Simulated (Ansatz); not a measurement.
`F/C=C(/F)C=C(F)F` + H₂ → `C=C(F)C=C(F)F` + H–F  (hydrogenolysis of a C–F bond)

Computed with Ansatz on PBE0-D4/def2-TZVP structures; ΔE is electronic, products minus reactants. CCSD(T)/CBS adds triple-zeta CCSD(T) − MP2 to the extrapolated MP2 energy (def2 sets, frozen cores). This one scheme is used for every species. DFT in def2-TZVPP. Each species was taken in one conformer, which may not be the lowest.

`F/C=C(/F)C=C(F)F`:

Z-matrix (Å, degrees):
```
C
C 1 1.331
F 1 1.335 2 120.6
H 1 1.081 2 124.4 3 180.0
C 2 1.438 1 125.4 3 0.0
F 2 1.339 1 117.2 3 -180.0
C 5 1.326 2 126.2 1 -180.0
H 5 1.081 2 117.1 1 0.0
F 7 1.311 5 123.0 2 -180.0
F 7 1.305 5 126.8 2 0.0
```

H₂:

```xyz
2

H    -0.332    0.017    0.169
H     0.332   -0.017   -0.169
```

`C=C(F)C=C(F)F`:

Z-matrix (Å, degrees):
```
C
C 1 1.328
H 1 1.081 2 120.6
H 1 1.080 2 120.1 3 -180.0
F 2 1.340 1 119.5 3 -0.0
C 2 1.444 1 125.6 3 180.0
C 6 1.327 2 126.7 1 -180.0
H 6 1.081 2 117.3 1 0.0
F 7 1.304 6 127.1 2 -0.0
F 7 1.313 6 122.8 2 -180.0
```

H–F:

```xyz
2

F     0.443    0.120    0.032
H    -0.443   -0.120   -0.032
```

CCSD(T)/CBS gives -1.30 eV.

(1) Another level gave -1.10 eV. Which?
A. revPBE/def2-TZVPP
B. r2SCANh/def2-TZVPP
C. CCSD(T)/def2-TZVPP
D. r2SCAN0/def2-TZVPP

Largest T1 diagnostic among the species: 0.013.

## Answers

(1) A. revPBE -1.10, r2SCANh -1.14, r2SCAN0 -1.20, CCSD(T)/def2-TZVPP -1.25 eV.

At CCSD(T), def2-SVP lies +0.24 eV from the extrapolated value and def2-TZVPP +0.05 eV. From r2SCAN to r2SCAN0 (25 % exact exchange), in def2-TZVPP and without D4, ΔE moves by −0.09 eV.
